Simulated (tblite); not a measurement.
Species: C8H10S.
SMILES with atom numbers: `[CH:1]#[C:2]/[CH:3]=[CH:4]/[C:5](=[S:6])[CH2:7][CH2:8][CH3:9]` (hydrogens: H10 on C1; H11 on C3; H12 on C4; H13, H14 on C7; H15, H16 on C8; H17, H18, H19 on C9)

Structure used (GFN2-xTB), in Å, numbered top down from 1:
```
atom  x, y, z in Å
C1     4.2898   -0.1811    1.4059
C2     3.2676   -0.5796    0.9103
C3     2.0735   -1.0438    0.3522
C4     1.1360   -0.2318   -0.1781
C5    -0.0983   -0.6999   -0.7354
S6    -0.4459   -2.2983   -0.8912
C7    -1.0893    0.3343   -1.1714
C8    -1.6456    1.1302    0.0194
C9    -2.4173    0.2409    0.9852
H10    5.1831    0.1596    1.8381
H11    1.9096   -2.1148    0.3671
H12    1.3039    0.8379   -0.1878
H13   -0.6001    1.0275   -1.8629
H14   -1.9127   -0.1541   -1.6946
H15   -0.8263    1.6187    0.5507
H16   -2.3055    1.9096   -0.3672
H17   -2.8261    0.8329    1.8008
H18   -1.7680   -0.5227    1.4081
H19   -3.2381   -0.2562    0.4735
```

Method: GFN2-xTB as coded in tblite; computed harmonic values from a numerical Hessian at the method's own geometry, unscaled. The method is semi-empirical: single wavenumbers can be off by several per cent or more. One conformer, not necessarily the lowest.

Harmonic wavenumbers (cm⁻¹): 30.2, 80.3, 85.5, 104.1, 112.9, 198.2, 216.0, 246.5, 333.6, 353.8, 391.2, 438.1, 495.9, 566.9, 640.9, 652.2, 776.8, 789.7, 829.7, 901.0, 929.4, 970.6, 1034.6, 1059.1, 1077.9, 1109.0, 1146.4, 1186.7, 1236.5, 1246.4, 1267.7, 1305.9, 1324.9, 1341.1, 1418.7, 1463.5, 1488.2, 1500.7, 1504.9, 1580.8, 2226.5, 2942.2, 2971.7, 2985.6, 3000.2, 3034.6, 3037.7, 3041.2, 3042.7, 3058.0, 3393.7.

A = 1988, B = 752.6, C = 615.3 MHz; mass 138.050 u (most abundant isotopes); point group C1, symmetry number 1.

**Question.** Zero-point energy?

**Answer.** ½Σν̃ = 33085 cm⁻¹ = 94.60 kcal/mol.

**Question.** What is S at 400 K and 1 bar for an ideal gas of classical rigid rotors and harmonic oscillators?

**Answer.** Translation 42.17, rotation 31.11, vibration 44.47: S = 117.7 cal/(mol K).

**Question.** And Cp and H(400 K) − H(0)?

**Answer.** Cp = 49.42 cal/(mol K), of which vibrations give 41.47 (their classical limit is 51 R = 101.3); H(400 K) − H(0) = 12.00 kcal/mol without the zero-point energy, 8.82 from vibrations.

**Question.** Which modes carry the vibrational entropy at 400 K?

**Answer.** 30.2 cm⁻¹: 6.40; 80.3 cm⁻¹: 4.46; 85.5 cm⁻¹: 4.34; 104.1 cm⁻¹: 3.95; 112.9 cm⁻¹: 3.79; 198.2 cm⁻¹: 2.70 cal/(mol K); the other 45 give 18.82 together.

**Question.** What must be added to the electronic energy to get the Gibbs energy at 400 K and 1 bar?

**Answer.** ZPE + [H(400 K) − H(0)] − T·S = 94.60 + 12.00 − 47.10 = 59.50 kcal/mol.

**Question.** Blend soft modes into free rotors: weight 1/[1 + (100 cm⁻¹/ν̃)⁴] for the oscillator and the rest for a rotor with moment μB/(μ + B), μ = h/(8π²ν), B = 10⁻⁴⁴ kg m². What vibrational entropy results?

**Answer.** 40.28 cal/(mol K) in place of 44.47, which changes −T·S at 400 K by +1.68 kcal/mol.

Hindered rotation and anharmonicity are outside this model. Other conformers, if any are populated, would add a mixing term that is left out. The structure is chiral; the term R ln 2 for an equal mix with its mirror image is left out.

Hardware: an Intel Xeon at 2.70 GHz with one thread, no GPU, shared host with 64 logical CPUs at a one-minute load of 51. Cost: 1.4 s. The figure is for the frequency step alone.
